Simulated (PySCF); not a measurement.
# Steps of a relaxation of CeCl3(NH3)

CeCl3(NH3) (singlet in the valence; each metal's 4f electrons, 1 of them, lie in its core potential, out of spins and levels). PySCF 2.14.0, RKS PBE0, Ce lcecp-1-SVP with ECP47, Cl def2-SVP, N def2-SVP, H def2-SVP; non-relativistic Hamiltonian with scalar-relativistic core potentials where named; density fitting; no spin-orbit coupling. Origin of the start: template. Columns: position (Å) and force (eV/Å). Energies are counted from the last step; some of the 12 steps are shown. Forces carry noise of the integration grid, about 0.01 to 0.03 eV/Å.

Run from Python with OMP_NUM_THREADS=2. Where DIIS fails, smearing, a level shift and second-order steps follow.
It took 78 s on 2 threads of AMD EPYC 7R43 64-Core Processor (Zen 3), with other jobs on the host, from the converged density of the start.

```xyz
8
step 0  E = 0.372 eV
Ce   -0.1079    0.1079   -0.1079     1.11   -1.11    1.11
Cl    1.4532    1.6690    1.4532    -0.71   -0.46   -0.71
Cl   -1.6690   -1.4532    1.4532     0.46    0.71   -0.71
Cl    1.4532   -1.4532   -1.6690    -0.71    0.71    0.46
N    -1.6133    1.6133   -1.6133    -0.02    0.02   -0.02
H    -2.2265    2.2265   -1.0763    -0.10    0.10    0.08
H    -1.0763    2.2265   -2.2265     0.08    0.10   -0.10
H    -2.2265    1.0763   -2.2265    -0.10   -0.08   -0.10
```

```xyz
8
step 4  E = 0.028 eV
Ce    0.0223   -0.0223    0.0223    -0.01    0.01   -0.01
Cl    1.3066    1.8622    1.3066    -0.10   -0.08   -0.10
Cl   -1.8622   -1.3066    1.3066     0.08    0.10   -0.10
Cl    1.3066   -1.3066   -1.8622    -0.10    0.10    0.08
N    -1.5242    1.5242   -1.5242     0.07   -0.07    0.07
H    -2.1389    2.1389   -0.9847     0.02   -0.02    0.02
H    -0.9847    2.1389   -2.1389     0.02   -0.02    0.02
H    -2.1389    0.9847   -2.1389     0.02   -0.02    0.02
```

```xyz
8
step 7  E = 0.005 eV
Ce    0.0652   -0.0652    0.0652    -0.12    0.12   -0.12
Cl    1.2184    1.9701    1.2184     0.00    0.00    0.00
Cl   -1.9701   -1.2184    1.2184     0.00    0.00    0.00
Cl    1.2184   -1.2184   -1.9701     0.00    0.00    0.00
N    -1.4651    1.4651   -1.4651     0.04   -0.04    0.04
H    -2.0786    2.0786   -0.9231     0.03   -0.03    0.02
H    -0.9231    2.0786   -2.0786     0.02   -0.03    0.03
H    -2.0786    0.9231   -2.0786     0.03   -0.02    0.03
```

Q: Where does the relaxation end?

A: It converges at step 11 in C3v:
```xyz
8
step 11  E = 0
Ce    0.0554   -0.0554    0.0554
Cl    1.1983    1.9931    1.1983
Cl   -1.9931   -1.1983    1.1983
Cl    1.1983   -1.1983   -1.9931
N    -1.4495    1.4495   -1.4495
H    -2.0602    2.0602   -0.9023
H    -0.9023    2.0602   -2.0602
H    -2.0602    0.9023   -2.0602
```

Q: How did the contacts change?

A: 
```json
{"contact": "Ce1–Cl2 (Cl)", "start (Å)": "2.704", "end (Å)": "2.609"}
{"contact": "Ce1–Cl3 (Cl)", "start (Å)": "2.704", "end (Å)": "2.609"}
{"contact": "Ce1–Cl4 (Cl)", "start (Å)": "2.704", "end (Å)": "2.609"}
{"contact": "Ce1–N5 (NH3)", "start (Å)": "2.607", "end (Å)": "2.607"}
```


An lcecp potential fixes the number of 4f electrons, so in runs with it no electron can move into or out of that shell.
